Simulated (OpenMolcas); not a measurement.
# S: from CASSCF to CASPT2

| Quantity | Value |
| --- | --- |
| Program | OpenMolcas 26.06 |
| Basis | ANO-RCC-VQZP [6s5p3d2f1g] |
| Scalar Hamiltonian | DKH2, point nucleus |
| Active space | 6 electrons in 4 orbitals (3s 3p) |
| State averaging | 2S+1 = 3 even, 3 roots; 2S+1 = 1 even, 6 roots; 2S+1 = 3 odd, 3 roots (0 in the spin-orbit step) |
| Spin-orbit coupling | RASSI with atomic mean-field integrals over the reference wave functions, term energies averaged over their components |

Methods on the same reference wave functions:
A. CASSCF
B. SS-CASPT2, IPEA 0.25 Eh, imaginary shift 0.1 Eh (closed shells correlated: 2s 2p)

Energies in cm⁻¹ above 3s² 3p⁴ ³P₂, the measured ground level; measured values from NIST Handbook of Basic Atomic Spectroscopic Data.

| Level | A | B | Measured |
| --- | --- | --- | --- |
| 3s² 3p⁴ ³P₂ | 0.0 | 0.0 | 0.0 |
| 3s² 3p⁴ ³P₁ | 371 | 373 | 396 |
| 3s² 3p⁴ ³P₀ | 542 | 543 | 574 |
| 3s² 3p⁴ ¹D₂ | 11726 | 9200 | 9239 |
| 3s² 3p⁴ ¹S₀ | 21439 | 21710 | 22180 |

Deviations, from unrounded energies. A percentage is the sum of absolute deviations over the sum of measured energies, with the sign that they share, or ± where signs differ.

```json
{"Against measurement": "mean absolute deviation (cm-1)", "Levels": "4", "A": "820", "B": "140"}
{"Against measurement": "fine structure of the ground term (%)", "Levels": "2", "A": "-5.8", "B": "-5.5"}
{"Against measurement": "other terms of the ground configuration (%)", "Levels": "2", "A": "±10.3", "B": "-1.6"}
```

B lies closest to measurement on these levels. The largest miss of B in the table is 3s² 3p⁴ ¹S₀, by -470 cm-1. The ranking rests on the paired levels alone, and a cruder setting can come out closer through cancelling errors.

From A to B the spin-free energies of the other terms of 3s² 3p⁴ shown, above ³P, scale by factors of 0.78 to 1.01.

The lowest spin-free term lies below A's lowest term by 0.181 hartree in B.

Term energies are means over components that CASPT2 splits; among the terms shown or strongly mixed into the levels shown the widest spread is 130 cm-1 (3s² 3p⁴ ¹D, B). No level of 3s 3p⁵ was computed, though it lies in the active space. Without dynamic correlation excited terms often stand tens of per cent too high (terms of higher spin than the ground term too low), and those without a measured partner can miss by more than the paired ones (holds for A). Measured partners are found by configuration, term and J. A level has none where our copy of the source lacks it or the pairing is in doubt (some pairs that miss far off the trend of their configuration count as doubtful), and it then counts in no deviation. Only configurations of the active space appear.
